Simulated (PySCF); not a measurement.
C7H5BF3 (charge -1).
Numbering: `[F:1][C:2]([F:3])=[C:4]([F:5])[c:6]1[bH-:7][cH:8][cH:9][cH:10][cH:11]1` (hydrogens: H12 on B7; H13 on C8; H14 on C9; H15 on C10; H16 on C11)

Cartesian coordinates in Å at the PBE0-D3(BJ)/def2-SVP level; atoms count from 1:
```xyz
16
C7H5BF3 angstrom
F     -4.1539    0.1511    0.1323
C     -2.8591    0.4666    0.1361
F     -2.7085    1.7796    0.2587
C     -1.8635   -0.4310    0.0232
F     -2.3221   -1.6999   -0.0446
C     -0.4226   -0.2574   -0.0079
B      0.5189   -1.4332    0.2406
C      1.9992   -1.1097    0.1888
C      2.4210    0.1876   -0.0765
C      1.5079    1.2341   -0.3073
C      0.1339    1.0117   -0.2739
H      0.1078   -2.5601    0.4759
H      2.7838   -1.8619    0.3555
H      3.4942    0.4299   -0.1156
H      1.8811    2.2412   -0.5237
H     -0.5207    1.8673   -0.4746
```

Theory: PySCF, PBE0-D3(BJ)/def2-SVP geometry optimisation, gas phase.

Take the most abundant isotopes and a rigid rotor. The values belong to one conformer with, in the numbering `[F:1][C:2]([F:3])=[C:4]([F:5])[c:6]1[bH-:7][cH:8][cH:9][cH:10][cH:11]1`, C2–C4–C6–B7 163°.

Q: What are A, B and C (MHz)?

A: Ia = 210.65, Ib = 749.09, Ic = 950.58 u·Å²; 505379 MHz·u·Å²/I gives A = 2399, B = 674.7, C = 531.7 MHz.

Q: What kind of rotor is it?

A: An asymmetric top. Ray's parameter κ = (2B − A − C)/(A − C) = -0.847; −1 is the prolate and +1 the oblate limit.

Q: Is it planar, by Δ = Ic − Ia − Ib?

A: Not planar: Δ = Ic − Ia − Ib = -9.15 u·Å². For a rigid frame Δ = −2 Σ m c², so Σ m c² = 4.58 u·Å² lies off the ab plane: 0.59 from hydrogen and 3.99 from heavier atoms. The atom farthest from that plane is 0.41 Å away.

Q: Predict some low-J microwave lines.

A: The dipole components (about the centre of mass, as the species is charged) are |μa| = 4.28 D, |μb| = 2.55 D, |μc| = 0.31 D. The squared components, which scale the intensities, stand as 1.00 : 0.35 : 0.01 (a : b : c). Some lines, for components of 0.1 D or more:

```csv
type,branch,"J(Ka,Kc)",MHz,lower level (cm⁻¹)
c,Q,"4(1,4) ← 4(0,4)",1186,0.398
a,R,"4(1,4) ← 3(1,3)",4523,0.287
a,R,"4(2,3) ← 3(2,2)",4819,0.481
a,R,"4(3,2) ← 3(3,1)",4841,0.781
b,R,"3(1,3) ← 2(0,2)",4989,0.120
a,R,"5(1,5) ← 4(1,4)",5640,0.438
a,R,"5(0,5) ← 4(0,4)",5869,0.398
b,Q,"4(2,3) ← 4(1,4)",6118,0.438
c,R,"5(2,3) ← 4(1,3)",10991,0.485
b,R,"5(3,3) ← 4(2,2)",14940,0.646
b,Q,"5(5,1) ← 5(4,2)",16147,1.563
b,R,"4(4,1) ← 3(3,0)",17398,0.781
c,R,"5(4,1) ← 4(3,1)",18606,0.942
b,R,"5(5,1) ← 4(4,0)",22197,1.361
c,R,"5(5,0) ← 4(4,0)",22197,1.361
c,R,"5(5,1) ← 4(4,1)",22197,1.361
```

Q: Estimate the classical rotational partition function at 10 K, 200 K and 500 K.

A: Point group C1, symmetry number σ = 1; q = (√π/σ)·√((kT/h)³/(ABC)), k/h = 20836.6 MHz/K: 5750 at 10 K, 514000 at 200 K, 2030000 at 500 K.

PBE0-D3(BJ)/def2-SVP frequencies: not computed here. The geometry's basis has no diffuse functions, a weakness for an anion. Zero-point vibration and centrifugal distortion are left out. Quadrupole hyperfine structure (11B) is left out.

The run took about 2.7 min of CPU time (one thread, shared machine). These figures are those of the optimisation.
